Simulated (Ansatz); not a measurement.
Consider the redistribution: `C[O][AlH][CH2]F` + `N[SiH]([SiH3])[SiH3]` → `C[O][AlH][NH2]` + `FC[SiH]([SiH3])[SiH3]`.

Computed with Ansatz on PBE0-D4/def2-TZVP structures; ΔE is electronic, products minus reactants. CBS: MP2 limit from def2 TZ/QZ plus the TZ coupled-cluster correction, frozen cores. This one scheme is used for every species. Functionals use def2-TZVPP. B3LYP here is the variant with VWN-RPA as its local correlation; programs differ in this. One conformer a species, not always the lowest.

| level | ΔE (kJ/mol) | difference from CCSD(T)/CBS |
| --- | --- | --- |
| PBE-D4 | -57.4 | 3.1 |
| r2SCAN-D4 | -62.2 | -1.7 |
| PBE0-D4 | -58.4 | 2.1 |
| B3LYP-D4 | -57.2 | 3.3 |
| ωB97X-V | -58.0 | 2.5 |
| ωB97M-V | -57.8 | 2.7 |
| B2PLYP | -59.5 | 1.0 |
| PBE | -57.5 | 3.0 |
| r2SCAN | -62.1 | -1.6 |
| PBE0 | -58.5 | 2.0 |
| B3LYP | -57.4 | 3.1 |
| HF/def2-TZVPP | -58.8 | 1.7 |
| MP2/def2-TZVPP | -62.9 | -2.4 |
| SCS-MP2/def2-TZVPP | -61.8 | -1.3 |
| CCSD/def2-TZVPP | -61.5 | -1.0 |
| CCSD(T)/def2-TZVPP | -61.9 | -1.4 |
| HF/def2-QZVPP | -58.8 | 1.7 |
| MP2/def2-QZVPP | -62.1 | -1.6 |
| SCS-MP2/def2-QZVPP | -61.0 | -0.5 |
| HF/CBS(def2) | -58.8 | 1.7 |
| MP2/CBS(def2) | -61.5 | -1.0 |
| CCSD/CBS(def2) | -60.1 | 0.4 |
| CCSD(T)/CBS | -60.5 | 0 |

Largest T1 diagnostic among the species: 0.013.

In def2-TZVPP, CCSD(T) changes the Hartree–Fock value by −3.1 kJ/mol (the triples alone add −0.5 kJ/mol) and MP2 by −4.1 kJ/mol.
